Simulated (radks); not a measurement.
Problem. Successive ionisation energies (eV) of one element, from differences of total energies of ions in their ground configurations, starting at charge 0: 4.553, 13.099, 20.734, 44.970, 66.914, 110.34, 112.56, 133.80, 143.87, 172.59, 190.89, 216.84, 248.13, 295.05, 321.36, 333.24, 368.76, 405.53, 453.75, 493.77, 534.96, 577.29. Calculated with a radial shooting solver on a logarithmic mesh with Libxc functionals: scalar-relativistic Kohn-Sham, exchange-only LDA, spin-polarised, spherical densities, point nucleus; open shells are filled with parallel spins first (spin-orbit coupling, left out, can overturn this in heavy ions). Which element is it?

Solution. Lutetium (Z = 71). The first species listed is Lu in [Xe] 4f14 5d1 6s2, the last Lu21+ in [Kr] 4d10 4f4.
